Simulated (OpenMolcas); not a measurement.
An atom or ion with 73 electrons was computed by MS-RASPT2, IPEA 0.25 Eh, imaginary shift 0.1 Eh with spin-orbit coupling (OpenMolcas, ANO-RCC-VTZP, DKH2). The lowest levels that the run gave, each within 12 % of the measured value where one is at hand:

```csv
J,Parity,E (cm⁻¹),g
5/2,even,0.0,1.956
1/2,even,14050,3.019
5/2,even,15110,1.095
3/2,even,16090,1.730
3/2,even,18260,1.551
7/2,even,18580,1.093
5/2,even,18730,1.082
5/2,even,19160,1.596
1/2,even,19340,1.814
11/2,even,19780,1.248
9/2,even,20210,1.172
7/2,even,20940,1.502
```

**Question.** Which ion is it, and what are the configurations and terms?

**Answer.** Re2+ (Z = 75, charge +2; active space 5 electrons in 9 orbitals (RAS2 5d 6s; RAS3 6p, at most 2 electrons)). J, parity and g give the terms where levels are pure, and mixed ones are named by the computed weights; the size of the splittings, set against known spectra of the 73-electron sequence, gives the charge. In order, with the measured energies in cm⁻¹ (the list in Brasseur, Gamrath and Quinet, At. Data Nucl. Data Tables 157, 101636 (2024)): 5d⁵ ⁶S_5/2, 5d⁴ 6s ⁶D_1/2 [64 %] (14396), 5d⁵ ⁴G_5/2 [27 %], 5d⁴ 6s ⁶D_3/2 [55 %], 5d⁴ 6s ⁶D_3/2 [36 %], 5d⁵ ⁴G_7/2 [65 %] (16890), 5d⁵ ⁴G_5/2 [43 %], 5d⁴ 6s ⁶D_5/2 (19719), 5d⁵ ⁴P_1/2 [37 %], 5d⁵ ⁴G_11/2 (18020), 5d⁵ ⁴G_9/2 (18346), 5d⁴ 6s ⁶D_7/2 [75 %] (22106).

CASPT2 does not keep the components of a term degenerate, so their means are used; among the terms shown or strongly mixed into the levels shown the widest spread is 100 cm-1 (5d⁵ ²H). Blocks of more than 70 roots (2S+1 = 4 even, 2 even) ran without multistate coupling. Some high roots are left out of the spin-orbit mixing, which shifts the levels that they would mix with. Some levels mix across a computed gap that differs much from the measured one, so their mixing is not that of the real levels. Terms from blocks run as CI alone lack orbitals of their own. Configurations are named by rounded mean occupations; where the s occupation lies near a half they are strongly mixed, a name can repeat and a true partner stay unpaired. A single d shell beside an s shell can misplace configurations of different d count against each other. Measured partners are found by configuration, term and J. A level has none where our copy of the source lacks it or the pairing is in doubt (some pairs that miss far off the trend of their configuration count as doubtful), and it then counts in no deviation. Levels of configurations outside the active space are missing.

A share in square brackets marks a mixed level and gives the weight of the term that names it.
